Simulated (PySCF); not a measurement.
## LaBr: f occupation and spin

Unrestricted PBE0; basis La x2c-SVPall, Br x2c-SVPall; spin-free X2C with a Gaussian nucleus; PySCF 2.14. The search starts from ions with several 4f fillings and holds each by maximum overlap.

The lowest solution of each spin and filling, followed along the bond (rough minima from three points):

| 2Ms+1 | 4f population | ⟨S²⟩ at the start | R at minimum (Å) | Te (eV) |
| --- | --- | --- | --- | --- |
| 3 | 0.04 | 2.00 | 2.71 | 0.00 |
| 1 | 0.05 | 0.83 | 2.68 | 0.00 |

Solutions at the starting distance of 2.710 Å, counted from the lowest; the search is not exhaustive:

```json
{"2Ms+1": "3", "4f population": "0.04", "E (eV)": "0.00", "⟨S²⟩": "2.00", "⟨Lz²⟩": "4.0", "μ (D)": "-4.82"}
{"2Ms+1": "1", "4f population": "0.05", "E (eV)": "0.01", "⟨S²⟩": "0.83", "⟨Lz²⟩": "2.3", "μ (D)": "-4.45"}
{"2Ms+1": "1", "4f population": "0.05", "E (eV)": "0.27", "⟨S²⟩": "0.00", "⟨Lz²⟩": "0.0", "μ (D)": "-3.49"}
{"2Ms+1": "3", "4f population": "0.05", "E (eV)": "0.45", "⟨S²⟩": "2.00", "⟨Lz²⟩": "1.2", "μ (D)": "-3.67"}
{"2Ms+1": "1", "4f population": "0.05", "E (eV)": "0.46", "⟨S²⟩": "1.00", "⟨Lz²⟩": "4.0", "μ (D)": "-3.60"}
{"2Ms+1": "1", "4f population": "0.05", "E (eV)": "0.60", "⟨S²⟩": "1.00", "⟨Lz²⟩": "1.7", "μ (D)": "-4.44"}
```

Partly filled real f orbitals mix terms, so no term symbols are given. A positive dipole means La(−)Br(+).

Spin–orbit coupling is left out. Counting both spins, an empty level lies below a filled one in some of these solutions, because spin and occupation are held. With d or f electrons several states lie close, and the lowest PBE0 determinant need not be the measured ground state.
